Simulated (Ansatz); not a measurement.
Cost and result up the ladder for K₃I₂ (5 atoms). Total charge 0; doublet. Geometry: B3LYP-D4/def2-SVP.

```xyz
5

K     2.985    0.441    0.701
K    -1.229   -0.213   -1.999
K    -0.696   -0.061    3.018
I    -3.054   -0.434    0.729
I     1.995    0.267   -2.449
```

Ansatz on 4 threads of Arm Neoverse V2 on a shared host. Times are rough, and most runs start from the orbitals of an earlier one. PBE0-D4/def2-TZVP serves as the yardstick here, not as an exact answer. Differences are given only for rows in sets of like size (and for xTB, whose basis is part of the method), since another set adds its own error. Binding counts from free atoms at the same level (K doublet, I doublet; other spins of the atoms weren't run), without zero-point energy or a counterpoise term.

In the def2 sets I takes a core potential; there is no spin–orbit coupling. Correlated methods freeze 23 core orbitals; core or outer-core shells of K, I are correlated, in sets that lack core-valence functions. The rows differ in basis, and correlated rows in double-zeta sets carry the largest basis error. Another isomer (doublet) lies 0.08 eV lower at PBE0-D4/def2-TZVP; other spin states weren't run for this one.

Correlated methods converge slowly with the basis, most of all in double-zeta sets.

```tsv
level	functions	binding energy per atom (eV)	difference from PBE0-D4/def2-TZVP (eV)
CCSD(T)/def2-SVP	124	1.70	–
r2SCAN-D4/def2-TZVP	199	1.83	0.04
PBE0-D4/def2-SVP	124	1.79	–
PBE0-D4/def2-TZVP	199	1.79	0.00
B97M-V/def2-TZVP	199	1.71	-0.07
LDA (SPW92)/def2-TZVP	199	1.92	0.13
PBE-D4/def2-TZVP (with forces)	199	1.77	-0.02
PBE-D4/def2-SVP	124	1.77	–
MP2/def2-TZVP	199	1.80	0.02
PBE-QIDH/def2-TZVP	199	1.81	0.02
```

(1) Estimate how long each takes.

## Answers

(1) LDA (SPW92)/def2-TZVP 3.1 s; PBE-D4/def2-SVP 4 s; PBE-D4/def2-TZVP (with forces) 7 s; PBE0-D4/def2-SVP 7 s; MP2/def2-TZVP 8.5 s; PBE0-D4/def2-TZVP 14 s; PBE-QIDH/def2-TZVP 18 s; r2SCAN-D4/def2-TZVP 20 s; B97M-V/def2-TZVP 35 s; CCSD(T)/def2-SVP 87 s. On shared hardware such times vary by a factor of up to 3.
